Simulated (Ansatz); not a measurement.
CH$_{3}$F$_{3}$NTa, SMILES `C[N]=[Ta]([F])([F])[F]`. Total charge 0; spin multiplicity 1. Ta takes the def2 core potential. The structure was optimised at the PBE0-D4/def2-TZVP level.

```xyz
9

C     1.104   -0.893    0.797
N     0.142   -0.115    0.102
Ta   -1.046    0.846   -0.755
F    -2.727    0.500    0.015
F    -1.008    0.326   -2.562
F    -0.569    2.654   -0.559
H     1.615   -1.581    0.116
H     0.630   -1.486    1.585
H     1.860   -0.252    1.262
```

**Question.** What is the dipole moment at PBE/def2-TZVPP? (An estimate is asked.)

**Answer.** Ansatz gave: 1.17 D, with components (0.80, -0.64, 0.58) D in this frame, pointing from negative to positive charge.

**Question.** And with r2SCAN, B3LYP, ωB97M-V? (Best estimate.)

**Answer.** The calculation gave: r2SCAN 1.16 D, B3LYP 1.20 D, ωB97M-V 1.05 D.

**Question.** Give the Mulliken charges with PBE, B3LYP, r2SCAN in def2-TZVPP. (Estimate.)

**Answer.** Ansatz gave: 
```json
{"atom": "C1", "PBE": "-0.15", "B3LYP": "-0.14", "r2SCAN": "-0.01"}
{"atom": "N2", "PBE": "-0.33", "B3LYP": "-0.41", "r2SCAN": "-0.43"}
{"atom": "Ta3", "PBE": "1.06", "B3LYP": "1.26", "r2SCAN": "1.27"}
{"atom": "F4", "PBE": "-0.29", "B3LYP": "-0.34", "r2SCAN": "-0.34"}
{"atom": "F5", "PBE": "-0.29", "B3LYP": "-0.34", "r2SCAN": "-0.34"}
{"atom": "F6", "PBE": "-0.29", "B3LYP": "-0.34", "r2SCAN": "-0.34"}
{"atom": "H7", "PBE": "0.10", "B3LYP": "0.10", "r2SCAN": "0.06"}
{"atom": "H8", "PBE": "0.10", "B3LYP": "0.10", "r2SCAN": "0.06"}
{"atom": "H9", "PBE": "0.10", "B3LYP": "0.10", "r2SCAN": "0.06"}
```

B3LYP here is the variant with VWN-RPA as its local correlation; programs differ in this.
